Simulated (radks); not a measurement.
Results of a calculation; reference values are marked as such.
Charge is removed step by step from the 1s down level of Er, starting from 1s(up 1, down 1) 2s2 2p6 3s2 3p6 3d10 4s2 4p6 4d10 4f12 5s2 5p6 6s2. Level of theory: scalar-relativistic Kohn-Sham, r2SCAN, spin-polarised, spherical densities, finite nucleus; open shells are filled with parallel spins first (spin-orbit coupling, left out, can overturn this in heavy ions); meta-GGA in the generalised Kohn-Sham scheme; Fermi nuclear charge, rms radius 5.2516 fm (a radial shooting solver on a logarithmic mesh with Libxc functionals).

removed (e)  E - E(0) (eV)  eigenvalue (eV)  E minus straight line (eV)
0                    0.000           -57444                       0.000
0.125               7181.3           -57548                     -40.128
0.25               14375.4           -57648                     -67.389
0.375                21582           -57744                     -82.216
0.5                  28800           -57836                     -85.171
0.625                36030           -57920                     -76.951
0.75                 43270           -57991                     -58.502
0.875                50518           -58041                     -31.833
1                    57771           -58065                       0.000

Removing the whole electron costs 57771 eV by Delta-SCF, against 57444 eV from minus the eigenvalue at the starting occupation. Slater's transition state (half an electron removed) gives 57836 eV. Integrating minus the eigenvalue over the occupation (Janak's theorem) gives 57811 eV. In this scalar-relativistic scheme the density is built from large components alone, so the theorem holds only approximately. The mean slope of the eigenvalue, de/dn, is 621 eV per electron.
